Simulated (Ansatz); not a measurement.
## A geometry optimisation of CH3AgF3P with PBE0-D4/def2-SVP

The starting geometry of this gas-phase singlet was optimised with GFN2-xTB.

```yaml
atoms:
  - { symbol: C, position_ang: [-0.1663, 2.6965, -0.0946] }
  - { symbol: Ag, position_ang: [-1.5519, 1.6789, 1.1720] }
  - { symbol: F, position_ang: [-1.9622, -2.0466, -0.8422] }
  - { symbol: F, position_ang: [-3.0867, -0.5552, 0.4981] }
  - { symbol: F, position_ang: [-0.8503, -1.1360, 0.9577] }
  - { symbol: P, position_ang: [-1.6823, -0.5562, -0.2792] }
  - { symbol: H, position_ang: [-0.6279, 2.8504, -1.0758] }
  - { symbol: H, position_ang: [0.1943, 3.6650, 0.2519] }
  - { symbol: H, position_ang: [0.7072, 2.0532, -0.2421] }
```

Q: Predict what it relaxes into with PBE0-D4/def2-SVP.

A: A bond breaks, giving a structure with F4 bridging Ag2 and P6, given below by its coordinates. Distances that change by over a tenth: Ag2–F4 (2.79 → 2.41 Å). Contacts that open: Ag2–P6 (2.67 → 3.51 Å).

The energy falls by 0.31 eV over 33 steps:

```
step  E − E(last) (eV)
   1             0.312
   5             0.069
   8             0.038
  12             0.005
  15             0.002
  19             0.001
  22             0.000
  26             0.000
  29             0.000
  33             0.000
```

Final geometry (Å):

```yaml
atoms:
  - { symbol: C, position_ang: [0.0072, 3.2304, -0.0189] }
  - { symbol: Ag, position_ang: [-1.2510, 1.5978, 0.1702] }
  - { symbol: F, position_ang: [-2.9933, -2.7414, 0.3174] }
  - { symbol: F, position_ang: [-2.6242, -0.3787, 0.2091] }
  - { symbol: F, position_ang: [-0.7585, -1.8764, 0.3372] }
  - { symbol: P, position_ang: [-2.0907, -1.7381, -0.5193] }
  - { symbol: H, position_ang: [-0.0871, 3.6548, -1.0289] }
  - { symbol: H, position_ang: [-0.2746, 3.9881, 0.7266] }
  - { symbol: H, position_ang: [1.0461, 2.9136, 0.1524] }
```

The end wasn't checked by frequencies. Atoms past krypton carry core potentials, without spin–orbit terms. Run with Ansatz 0.2.0, 88 s on 2 threads of Arm Neoverse V2, with other jobs on the host.
